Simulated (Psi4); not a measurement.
C2H5O, charge -1, singlet, geometry from GFN2-xTB (a gas-phase anion, which may not be bound at this level); PBE/6-311G** in Psi4.

Input for Psi4:
```
memory 2 GB

molecule mol {
-1 1
  C     1.117013   -0.455382    0.165849
  C     0.080549    0.685375    0.063515
  O    -1.266793    0.000531   -0.217414
  H    -1.540679   -0.297999    0.655228
  H     0.274185    1.164554   -0.944485
  H     2.122451   -0.018779    0.235434
  H     0.953800   -1.039116    1.085718
  H     1.139219   -1.192866   -0.668773
}

set basis 6-311g**
set reference rks

energy('pbe')
print_variables()
```

What the program printed (banner, timings and long lists left out):

```
   => Loading Basis Set <=

    Name: 6-311G**
    Role: ORBITAL
    Keyword: BASIS

         ---------------------------------------------------------
                                   SCF
               by Justin Turney, Rob Parrish, Andy Simmonett
                          and Daniel G. A. Smith
                              RKS Reference
         ---------------------------------------------------------

  ==> Geometry <==

    Molecular point group: c1
    Full point group: C1

    Geometry (in Angstrom), charge = -1, multiplicity = 1:

       Center              X                  Y                   Z               Mass
    ------------   -----------------  -----------------  -----------------  -----------------
         C            1.181840629447    -0.485878305679     0.173824898398    12.000000000000
         C            0.145376629447     0.654878694321     0.071490898398    12.000000000000
         O           -1.201965370553    -0.029965305679    -0.209438101602    15.994914619570
         H           -1.475851370553    -0.328495305679     0.663203898398     1.007825032230
         H            0.339012629447     1.134057694321    -0.936509101602     1.007825032230
         H            2.187278629447    -0.049275305679     0.243409898398     1.007825032230
         H            1.018627629447    -1.069612305679     1.093693898398     1.007825032230
         H            1.204046629447    -1.223362305679    -0.660797101602     1.007825032230

  Running in c1 symmetry.

  Rotational constants: A =      1.19548  B =      0.30611  C =      0.26846 [cm^-1]
  Rotational constants: A =  35839.48080  B =   9176.98923  C =   8048.23344 [MHz]
  Nuclear repulsion =   72.147238758039890

  Charge       = -1
  Multiplicity = 1
  Electrons    = 26
  Nalpha       = 13
  Nbeta        = 13

  ==> Algorithm <==

  SCF Algorithm Type is DF.
  DIIS enabled.
  MOM disabled.
  Fractional occupation disabled.
  Guess Type is SAD.
  Energy threshold   = 1.00e-06
  Density threshold  = 1.00e-06
  Integral threshold = 1.00e-12

  ==> Primary Basis <==

  Basis Set: 6-311G**
    Blend: 6-311G**
    Number of shells: 44
    Number of basis functions: 84
    Number of Cartesian functions: 87
    Spherical Harmonics?: true
    Max angular momentum: 2

  ==> DFT Potential <==

   => LibXC <=

    Version 7.1.2
    S. Lehtola, C. Steigemann, M. J. T. Oliveira, and M. A. L. Marques,  SoftwareX 7, 1–5 (2018) (10.1016/j.softx.2017.11.002)

[...]
   @DF-RKS iter   5:  -154.19464060886253   -3.42646e-02   3.43384e-04 ADIIS/DIIS
   @DF-RKS iter   6:  -154.19504224300039   -4.01634e-04   1.00074e-04 ADIIS/DIIS
   @DF-RKS iter   7:  -154.19508053884937   -3.82958e-05   3.78043e-05 DIIS
   @DF-RKS iter   8:  -154.19508355229880   -3.01345e-06   2.09938e-05 DIIS
   @DF-RKS iter   9:  -154.19508480469111   -1.25239e-06   2.44999e-06 DIIS
   @DF-RKS iter  10:  -154.19508482923359   -2.45425e-08   3.82628e-07 DIIS
  Energy and wave function converged.

  ==> Post-Iterations <==

   Electrons on quadrature grid:
      Ntotal   =   25.9999870322 ; deviation = -1.297e-05

    Orbital Energies [Eh]
    ---------------------

    Doubly Occupied:

[...]
      13A      0.132449

    Virtual:

[...]
    Final Occupation by Irrep:
              A
    DOCC [    13 ]
    NA   [    13 ]
    NB   [    13 ]

  @DF-RKS Final Energy:  -154.19508482923359

   => Energetics <=

    Nuclear Repulsion Energy =             72.1472387580398902
    One-Electron Energy =                -358.4145159756577641
    Two-Electron Energy =                 153.3656444903658667
    DFT Exchange-Correlation Energy =     -21.2934521019815683
    Empirical Dispersion Energy =           0.0000000000000000
    VV10 Nonlocal Energy =                  0.0000000000000000
    Total Energy =                       -154.1950848292335934

Computation Completed

Properties will be evaluated at   0.000000,   0.000000,   0.000000 [a0]

Properties computed using the SCF density matrix

 Multipole Moments:

 ------------------------------------------------------------------------------------
     Multipole            Electronic (a.u.)      Nuclear  (a.u.)        Total (a.u.)
 ------------------------------------------------------------------------------------

 L = 1.  Multiply by 2.5417464519 to convert [e a0] to [Debye]
 Dipole X            :         -3.2611374            3.0626692           -0.1984682
 Dipole Y            :          0.6900339           -1.4407416           -0.7507077
 Dipole Z            :         -0.2385665            0.3767953            0.1382288
 Magnitude           :                                                    0.7887071

 ------------------------------------------------------------------------------------

  Variable Map:
  ----------------------------------------------------------------------------
[...]
  Array Variable Map:
  ----------------------------------------------------------------------------
[...]
[...]
```
